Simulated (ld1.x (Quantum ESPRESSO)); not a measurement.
u(r) = r·R(r): atom against pseudo-atom (scandium)

Columns: radius, all-electron u(r) and pseudo u(r) of the 4s shell (level -4.18 eV) of scandium in the configuration [Ne] 3s2 3p6 3d1 4s2 4p0; PBE, scalar-relativistic, PAW scheme, ld1.x (Quantum ESPRESSO) 7.5.

```json
{"r (bohr)": "0.135", "all-electron": "-0.0733", "pseudo": "0.1993"}
{"r (bohr)": "0.270", "all-electron": "-0.1394", "pseudo": "0.3708"}
{"r (bohr)": "0.405", "all-electron": "-0.0092", "pseudo": "0.4922"}
{"r (bohr)": "0.540", "all-electron": "0.1383", "pseudo": "0.5505"}
{"r (bohr)": "0.675", "all-electron": "0.2290", "pseudo": "0.5439"}
{"r (bohr)": "0.810", "all-electron": "0.2528", "pseudo": "0.4810"}
{"r (bohr)": "0.945", "all-electron": "0.2231", "pseudo": "0.3778"}
{"r (bohr)": "1.080", "all-electron": "0.1583", "pseudo": "0.2533"}
{"r (bohr)": "1.215", "all-electron": "0.0747", "pseudo": "0.1248"}
{"r (bohr)": "1.350", "all-electron": "-0.0158", "pseudo": "0.0051"}
{"r (bohr)": "1.485", "all-electron": "-0.1055", "pseudo": "-0.0998"}
{"r (bohr)": "1.620", "all-electron": "-0.1897", "pseudo": "-0.1891"}
{"r (bohr)": "1.755", "all-electron": "-0.2656", "pseudo": "-0.2657"}
{"r (bohr)": "1.890", "all-electron": "-0.3323", "pseudo": "-0.3323"}
{"r (bohr)": "2.025", "all-electron": "-0.3895", "pseudo": "-0.3895"}
{"r (bohr)": "2.160", "all-electron": "-0.4373", "pseudo": "-0.4373"}
{"r (bohr)": "2.295", "all-electron": "-0.4766", "pseudo": "-0.4766"}
{"r (bohr)": "2.430", "all-electron": "-0.5079", "pseudo": "-0.5079"}
{"r (bohr)": "2.565", "all-electron": "-0.5323", "pseudo": "-0.5323"}
{"r (bohr)": "2.700", "all-electron": "-0.5502", "pseudo": "-0.5502"}
{"r (bohr)": "2.835", "all-electron": "-0.5625", "pseudo": "-0.5625"}
{"r (bohr)": "2.970", "all-electron": "-0.5695", "pseudo": "-0.5695"}
{"r (bohr)": "3.105", "all-electron": "-0.5721", "pseudo": "-0.5721"}
{"r (bohr)": "3.240", "all-electron": "-0.5706", "pseudo": "-0.5706"}
{"r (bohr)": "3.375", "all-electron": "-0.5655", "pseudo": "-0.5655"}
{"r (bohr)": "3.510", "all-electron": "-0.5575", "pseudo": "-0.5575"}
```

Question: How many radial nodes do the two functions have?

Answer: The all-electron 4s function has n − l − 1 = 3 (the table is too coarse to show those close to the nucleus); the pseudo-wave has 1, since 1 lower shell of the same l stays in the valence.

Question: At about which radius was the pseudo-wave matched?

Answer: 1.90 bohr. The columns agree to 0.0005 from 1.75 bohr on; several derivatives are matched, so the curves merge somewhat inside the radius.

Question: Is the pseudo-wave norm-conserving?

Answer: No, it belongs to a PAW set: the norm inside the radius is not constrained, and the difference is carried by the augmentation charge.
